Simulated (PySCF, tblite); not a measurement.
Isomers of C6H17PSi. Method: GFN2-xTB as coded in tblite; computed harmonic values from a numerical Hessian at the method's own geometry, unscaled. Errors from tens to a few hundred cm⁻¹ against measured bands are possible. Modes of hydrogen on phosphorus and silicon can be 10 to 20 % off. One conformer each.

Electronic energies: PBE0/pcSseg-1 single points on the GFN2-xTB geometries (PySCF, gas phase).

```json
{"SMILES": "C=[P@](C)(C[SiH3])C(C)C", "electronic energy, lowest = 0 (kJ/mol)": "260.5"}
{"SMILES": "CCPC[Si](C)(C)C", "electronic energy, lowest = 0 (kJ/mol)": "16.9"}
{"SMILES": "CCP(C)[Si](C)(C)C", "electronic energy, lowest = 0 (kJ/mol)": "0.0"}
{"SMILES": "CCCCP([SiH3])CC", "electronic energy, lowest = 0 (kJ/mol)": "117.9"}
{"SMILES": "CC(C)CP(C)C[SiH3]", "electronic energy, lowest = 0 (kJ/mol)": "116.6"}
{"SMILES": "C[SiH2]P(C)C(C)(C)C", "electronic energy, lowest = 0 (kJ/mol)": "77.8"}
```

Problem. How do GFN2-xTB zero-point energies change the relative energies?

Solution. 
| SMILES | ZPE (kJ/mol) | of it from modes above 1550 cm⁻¹ | electronic (kJ/mol) | with ZPE, lowest = 0 (kJ/mol) | lowest mode (cm⁻¹) | rings |
| --- | --- | --- | --- | --- | --- | --- |
| CCP(C)[Si](C)(C)C | 561.4 | 307.3 | 0.0 | 0.0 | 15 | 0 |
| CCPC[Si](C)(C)C | 556.5 | 301.8 | 16.9 | 12.0 | 21 | 0 |
| C[SiH2]P(C)C(C)(C)C | 555.1 | 296.9 | 77.8 | 71.6 | 43 | 0 |
| CC(C)CP(C)C[SiH3] | 549.5 | 290.6 | 116.6 | 104.7 | 39 | 0 |
| CCCCP([SiH3])CC | 555.0 | 289.9 | 117.9 | 111.6 | 39 | 0 |
| C=[P@](C)(C[SiH3])C(C)C | 537.4 | 290.6 | 260.5 | 236.6 | 30 | 0 |

The zero-point energies span 24.0 kJ/mol, from `C=[P@](C)(C[SiH3])C(C)C` to `CCP(C)[Si](C)(C)C`. The order is unchanged.

Problem. And how do the electronic energies of GFN2-xTB itself compare?

Solution. `CCP(C)[Si](C)(C)C` 69.2; `CCPC[Si](C)(C)C` 91.0; `C[SiH2]P(C)C(C)(C)C` 15.6; `CC(C)CP(C)C[SiH3]` 11.6; `CCCCP([SiH3])CC` 0.0; `C=[P@](C)(C[SiH3])C(C)C` 159.7 kJ/mol, lowest = 0. Against the energies above, taken from the same isomer `CCP(C)[Si](C)(C)C`, the largest difference is 187.1 kJ/mol.

Problem. What do entropy and thermal enthalpy add at 298.15 K and 1 bar (rigid rotor, harmonic oscillator, one conformer each)?

Solution. 
```
                 SMILES  point group  symmetry number  S (J/(mol K))  H − H(0) (kJ/mol)  ZPE + H − H(0) − TS (kJ/mol)
    C[SiH2]P(C)C(C)(C)C           C1                1          471.5              38.07                         452.6
      CC(C)CP(C)C[SiH3]           C1                1          468.0              36.66                         446.7
        CCCCP([SiH3])CC           C1                1          473.8              36.76                         450.5
C=[P@](C)(C[SiH3])C(C)C           C1                1          476.7              38.44                         433.7
```

Not tabulated: `CCP(C)[Si](C)(C)C` (lowest mode only 15 cm⁻¹); `CCPC[Si](C)(C)C` (lowest mode only 21 cm⁻¹).
